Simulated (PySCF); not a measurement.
CH5BO3, SMILES COB(O)O.

The structure is a stationary point at B3LYP-D3(BJ)/def2-SVP. One conformer was computed; it need not be the lowest.

Two levels are set side by side: PBE/def2-TZVP (PySCF) and r2SCAN/def2-TZVP (PySCF). Same geometry, gas phase. Differences are taken from unrounded values.

```csv
quantity,r2SCAN,PBE,PBE minus r2SCAN
orbital gap (eV),7.11,6.01,-1.10
highest occupied level (eV),-7.00,-6.67,0.33
lowest empty level (eV),0.11,-0.66,-0.77
dipole moment (D),2.70,2.64,-0.06
mean polarisability (bohr³),37.8,39.1,1.4
```

Rough cost on one machine, each run with all the roots and properties that it gave: r2SCAN against PBE about 4 times.
